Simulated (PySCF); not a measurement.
AlF₄, SMILES [F][Al-]([F])([F])[F], charge -1. Geometry: PBE0-D3(BJ)/def2-SVPD. The isomer is the one that the SMILES or the coordinates give; other isomers of the formula were not compared.

Computed with PBE0-D3(BJ)/def2-SVPD (PySCF).

Harmonic wavenumbers (cm⁻¹): 188, 188, 291, 291, 291, 605, 785, 785, 785. Rotational constants (GHz): 3.406, 3.406, 3.406; symmetry number 12.

Question: Work out the zero-point energy and the ideal-gas rigid-rotor harmonic-oscillator thermochemistry at 298.15 K and 1 atm.

Answer: ZPE = ½ Σ hcν = ½ × 4208 cm⁻¹ = 25.17 kJ/mol. H − E(el) = 42.59 kJ/mol. Entropy in J/(mol K): translation 166.55, rotation 90.22, vibration 41.86, total 298.62. G − E(el) = -46.44 kJ/mol. Cp = 82.77 J/(mol K).
